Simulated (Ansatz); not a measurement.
Basis-set extrapolation for CH₂O₂Si, SMILES `O=C1O[SiH2]1` (PBE0-D4/def2-TZVP geometry, frozen core, Ansatz). Multiplicity 1, RHF reference.

|  | def2-TZVPP | def2-QZVPP |
| --- | --- | --- |
| HF | -477.755452 | -477.773248 |
| MP2 correlation | -0.731735 | -0.787546 |
| CCSD(T) correlation | -0.776102 | not run |

Energies in hartree. Use E(X) = E(∞) + A·exp(−7.88·√X) for Hartree–Fock and E(X) = E(∞) + B·X^(−2.97) for correlation, with X = 3 and 4, and add CCSD(T) minus MP2 of the smaller set to the MP2 limit.

What is the CCSD(T) energy at the basis-set limit?

HF limit: -477.773248 + (-0.017796) × 0.13774 = -477.77570. MP2 limit: -0.787546 + (-0.055811) × 0.74074 = -0.82889. Higher-order term: -0.776102 − (-0.731735) = -0.04437. Total: -478.64896 hartree, 3.19 eV below CCSD(T)/def2-TZVPP.
